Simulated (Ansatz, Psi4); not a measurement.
System: BCl (charge +1, doublet). SMILES: [Cl+][B]
Geometry: optimised at B3LYP-D3(BJ)/def2-TZVP (Ansatz, a first-principles code).

Wanted: vertical ionisation energy to the singlet, in eV. Terms: non-relativistic; UHF or UKS for open shells; each state is the SCF solution reached for its charge and spin; spin-orbit terms left out; 6-311+G** with 5d, 6d on Na to Ar in Ansatz; 6-31G* and kin with 6d, 5d where marked. Ab initio and DFT rows: single points at B3LYP-D3(BJ) geometries (Ansatz).

```
level               program  vertical ionisation energy to the singlet (eV)
------------------  -------  ----------------------------------------------
HF/6-31G*            Ansatz                                           20.83
HF/6-311+G**         Ansatz                                           20.77
PBE/6-31G*           Ansatz                                           20.54
PBE/6-311+G**        Ansatz                                           20.49
B3LYP/STO-3G         Ansatz                                           21.13
B3LYP/3-21G          Ansatz                                           20.92
B3LYP/6-31G*         Ansatz                                           20.74
B3LYP/6-311+G**      Ansatz                                           20.70
wB97X-D/6-31G*         Psi4                                           20.63
B3LYP/def2-TZVPD     Ansatz                                           20.67
PBE0/def2-TZVPD      Ansatz                                           20.69
wB97X-V/def2-TZVPD   Ansatz                                           20.58
```

No value to compare with is used here. The 9 habitual levels span 20.49 (PBE/6-311+G**) to 21.13 eV (B3LYP/STO-3G); PBE0/def2-TZVPD gives 20.69.

The levels are drawn from those run, B3LYP/6-31G* more often than the rest, none by its result; left out are runs that failed, that the program found above a lower state of the same kind, or whose <S^2> lies over 0.5 above the pure value.
